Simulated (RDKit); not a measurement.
Input for RDKit: UFF on CH6Si (SMILES C[SiH3]).

```python
from rdkit import Chem
from rdkit.Chem import AllChem, rdDetermineBonds

blocks = [
'''8

C    -0.98120912   -0.11552810    0.01727101
Si    0.88181313    0.10385410   -0.01552161
H    -1.44102195    0.56993189    0.73144928
H    -1.24786862   -1.13367646    0.30640987
H    -1.41328137    0.08071387   -0.96565178
H     1.23787304    1.48908793   -0.40902871
H     1.50077543   -0.83014900   -0.98764403
H     1.46301947   -0.16413423    1.32271596
''',
]
mol = None
for b in blocks:
    f = Chem.MolFromXYZBlock(b)
    rdDetermineBonds.DetermineBonds(f, charge=0)
    mol = f if mol is None else Chem.CombineMols(mol, f)
Chem.SanitizeMol(mol)
print(Chem.MolToSmiles(Chem.RemoveHs(mol)))
ff = AllChem.UFFGetMoleculeForceField(mol, vdwThresh=100.0, ignoreInterfragInteractions=False)
e = ff.CalcEnergy()
print(f'UFF energy {e:.6f} kcal/mol')
```

It printed:

```
C[SiH3]
UFF energy 0.335843 kcal/mol
```

The run finished.

Cost: very roughly 0.03 core-seconds.
